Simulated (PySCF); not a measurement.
## Sb+ (antimony, charge +1): UHF calculation

Configuration: [Kr] 4d10 5s2 5p2, high-spin 3P determinant. All numbers are calculated (PySCF 2.14, a scalar-relativistic core potential, in def2-SVP with the def2 core potential (28 electrons)).

* Total energy: -238.957486 hartree
* One-electron energy: -412.4486 hartree
* Hartree (Coulomb) energy: 191.7085 hartree
* Exchange energy: -18.2174 hartree
* ⟨S²⟩: 2.0088
* ⟨L²⟩: 2.024
* Sum of ⟨r⟩: 26.95 bohr
* Sum of ⟨r²⟩: 46.41 bohr²
* Traceless quadrupole moment −½Σ⟨3z² − r²⟩ along its main axis: 3.33 e·bohr²
* Time after the integrals: 0.08 s of wall time on 1 thread of Neoverse-V1 (shared host)

| shell | electrons | mean orbital energy (hartree) | spread (hartree) | rms radius, mean of both spins (bohr) |
| --- | --- | --- | --- | --- |
| 4s α | 1 | -6.84587 | 0 | 0.849 |
| 4s β | 1 | -6.83398 | 0 | 0.849 |
| 4p α | 3 | -4.91246 | 0.00574 | 0.917 |
| 4p β | 3 | -4.90067 | 0.02206 | 0.917 |
| 4d α | 5 | -1.93949 | 0.01508 | 1.10 |
| 4d β | 5 | -1.92871 | 0.02496 | 1.10 |
| 5s α | 1 | -0.98213 | 0 | 2.36 |
| 5s β | 1 | -0.82046 | 0 | 2.36 |
| 5p α | 2 | -0.60178 | 0 | 2.88 |

Energies and moments cover only the electrons outside the core potential.
